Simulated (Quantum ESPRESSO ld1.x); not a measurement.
Values are calculated unless marked as measured or tabulated.
Q: Species: the erbium ion Er22+. Configuration: [Kr] 4d10 (the NIST ground configuration). Level of theory: scalar-relativistic Kohn-Sham, revPBE, spin-unpolarised, spherical densities, point nucleus (ld1.x of Quantum ESPRESSO 7.5). Some entries of the table are withheld. Estimate them.

orbital,occ.,eigenvalue (eV),r(max) (bohr),<r^2> (bohr^2)
1s,2,-58016.0,0.013,0.0005677
2s,2,(1),0.073,0.008839
2p,6,-9165.62,0.060,0.007194
3s,2,-2809.36,0.208,(2)
3p,6,-2469.86,0.204,0.05809
3d,10,-2046.04,0.166,0.04842
4s,2,-1028.67,0.462,0.2643
4p,6,-910.477,(3),0.2885
4d,10,-753.603,0.485,0.3101
5s,0,-511.833,0.905,0.9262
5p,0,-465.434,0.957,1.031

A: 
(1) 2s eigenvalue (eV): -10281.7
(2) 3s <r^2> (bohr^2): 0.05777
(3) 4p r(max) (bohr): 0.481
